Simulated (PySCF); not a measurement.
SnCl4, SMILES [Cl][Sn]([Cl])([Cl])[Cl].

Geometry optimised at B3LYP-D3(BJ)/def2-SVP. The isomer is the one that the SMILES or the coordinates give; other isomers of the formula were not compared. The def2 effective core potentials stand for the cores of Sn; spin–orbit coupling is left out.

These are PySCF with TDA-CAM-B3LYP/def2-SVPD values and carry that method's errors.

Vertical excitations; the highest root listed may be one member of a degenerate set. The molecule is in vacuum. State labels are in the subgroup D2.

Computed lowest excited states:
| state | symmetry | energy (eV) | λ (nm) | f | main pairs |
|---|---|---|---|---|---|
| S1 | B1 | 4.90 | 253 | 0.000 | HOMO−2→LUMO (degenerate set) |
| S2 | B2 | 4.90 | 253 | 0.000 | HOMO−1→LUMO (degenerate set) |
| S3 | B3 | 4.90 | 253 | 0.000 | HOMO→LUMO (degenerate set) |
| S4 | A | 5.33 | 233 | 0.000 | HOMO−6→LUMO (degenerate set) |
| S5 | A | 5.33 | 233 | 0.000 | HOMO−7→LUMO (degenerate set) |
| S6 | B2 | 5.38 | 231 | 0.076 | HOMO−4→LUMO (degenerate set) |
| S7 | B3 | 5.38 | 231 | 0.076 | HOMO−3→LUMO (degenerate set) |
| S8 | B1 | 5.38 | 231 | 0.076 | HOMO−5→LUMO (degenerate set) |
| S9 | B2 | 7.38 | 168 | 0.139 | HOMO−9→LUMO (degenerate set) |
| S10 | B3 | 7.38 | 168 | 0.139 | HOMO−8→LUMO (degenerate set) |
| T1 | B2 | 4.49 | 276 | 0 | HOMO−1→LUMO (degenerate set) |
| T2 | B3 | 4.49 | 276 | 0 | HOMO→LUMO (degenerate set) |
| T3 | B1 | 4.49 | 276 | 0 | HOMO−2→LUMO (degenerate set) |
| T4 | B1 | 4.70 | 264 | 0 | HOMO−5→LUMO 94 % |
Triplets are in the Tamm–Dancoff approximation.
